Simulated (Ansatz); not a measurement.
`CCC[SiH2]Cl` + `C[SiH2]N` → `C[SiH2]N[SiH2]Cl` + propane  (ligand exchange at the Si–C bond)

Calculated with Ansatz (gas phase, PBE0-D4/def2-TZVP geometries, no zero-point term in ΔE). CBS: MP2 limit from def2 TZ/QZ plus the TZ coupled-cluster correction, frozen cores. Functionals use def2-TZVPP. B3LYP here is the variant with VWN-RPA as its local correlation; programs differ in this. One conformer a species, not always the lowest.

`CCC[SiH2]Cl`:

Z-matrix (Å, degrees):
```
C
C 1 1.519
H 1 1.094 2 111.1
H 1 1.094 2 111.0 3 -119.6
H 1 1.093 2 111.4 3 120.2
C 2 1.526 1 112.7 3 59.9
H 2 1.096 1 109.5 3 -62.3
H 2 1.095 1 109.6 3 -178.1
Si 6 1.863 2 114.6 1 -179.6
H 6 1.096 2 110.4 1 58.0
H 6 1.098 2 110.3 1 -58.9
Cl 9 2.064 6 109.8 2 -60.7
H 9 1.485 6 111.4 2 57.5
H 9 1.484 6 111.6 2 -179.5
```

`C[SiH2]N`:

Z-matrix (Å, degrees):
```
C
Si 1 1.871
H 1 1.093 2 111.2
H 1 1.094 2 110.5 3 119.8
H 1 1.093 2 111.2 3 -120.4
N 2 1.720 1 116.4 3 60.2
H 2 1.489 1 108.4 3 -179.4
H 2 1.489 1 108.4 3 -60.3
H 6 1.007 2 120.7 1 73.7
H 6 1.007 2 120.7 1 -73.5
```

`C[SiH2]N[SiH2]Cl`:

Z-matrix (Å, degrees):
```
C
Si 1 1.863
H 1 1.093 2 111.1
H 1 1.094 2 110.7 3 -119.8
H 1 1.093 2 110.6 3 120.0
N 2 1.739 1 113.1 3 -61.0
H 2 1.489 1 109.5 3 60.3
H 2 1.486 1 110.3 3 -179.0
Si 6 1.705 2 127.1 1 -95.3
H 6 1.011 2 116.0 1 69.3
Cl 9 2.070 6 113.1 2 78.8
H 9 1.480 6 109.7 2 -163.1
H 9 1.477 6 109.3 2 -38.8
```

`CCC`:

Cartesian coordinates in Å:
```
C -1.012 -0.724 0.322
C 0.269 0.061 0.549
C 0.813 0.678 -0.729
H -0.852 -1.540 -0.388
H -1.798 -0.083 -0.088
H -1.388 -1.159 1.250
H 0.088 0.850 1.287
H 1.027 -0.596 0.989
H 1.733 1.238 -0.547
H 0.087 1.366 -1.173
H 1.033 -0.092 -1.474
```

```csv
level,ΔE (kJ/mol)
B3LYP,-76.8
CCSD/def2-TZVPP,-78.0
```

Task: What does CCSD(T)/CBS give? (Estimate.)

Result: Ansatz gave: -76.3 kJ/mol. The listed levels differ from it by -0.5, -1.7 kJ/mol.

Largest T1 diagnostic among the species: 0.010.

In def2-TZVPP, CCSD(T) changes the Hartree–Fock value by +7.9 kJ/mol (the triples alone add +0.7 kJ/mol) and MP2 by +7.0 kJ/mol.
